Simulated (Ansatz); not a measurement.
Ansatz (an electronic-structure program) input for GeCl2I2, SMILES [Cl][Ge]([Cl])([I])[I], PBE/def2-SVPD. Coordinates come from a PBE-D3(BJ)/def2-SVP optimisation. The def2 effective core potentials stand for the cores of I; spin–orbit coupling is left out.

Ansatz 0.2 input:
```yaml
crystal:
  periodic: [false, false, false]
  atoms:
    - {symbol: Cl, position_ang: [0.00000000, 1.74453373, 1.90106091]}
    - {symbol: Ge, position_ang: [-0.00000000, 0.00000000, 0.62019058]}
    - {symbol: Cl, position_ang: [-0.00000001, -1.74453373, 1.90106091]}
    - {symbol: I, position_ang: [-2.08416947, 0.00000000, -0.79700160]}
    - {symbol: I, position_ang: [2.08416947, -0.00000000, -0.79700160]}
basis:
  gaussian:
    orbitals: def2-SVPD
hamiltonian:
  xc: {name: PBE}
```

It prints:

```
WARN ansatz: RAYON_NUM_THREADS=1 ignored (pool sized by the plan → 1); use --threads N
Functional definition: PBE
integrals: 0.16 GiB planned
1723 factors; their error is unknown
mean field: 0.74 GiB planned
mean field evaluation 1: about -97734.5963 eV, gradient 2.8e1 eV
mean field evaluation 2: about -97731.9069 eV, gradient 4.6e1 eV
mean field evaluation 4: about -97735.8647 eV, gradient 1.4e0 eV
mean field evaluation 8: about -97735.8740 eV, gradient 3.5e-2 eV
mean field evaluation 16: about -97735.8331 eV, gradient 2.8e-5 eV
mean field -97735.83305991 eV, -3591.7256172245 hartree, gradient 2.8e-5 eV, S^2 0.000000; 0 other end points of the search recorded, 0 dependent functions left out
reference -97735.83312579 eV, -3591.7256196457 hartree; 58, 58 occupied and 104, 104 virtual orbitals, 1723 factors
Total energy: -97735.83312579 eV, -3591.7256196457 hartree
```

The run converged.
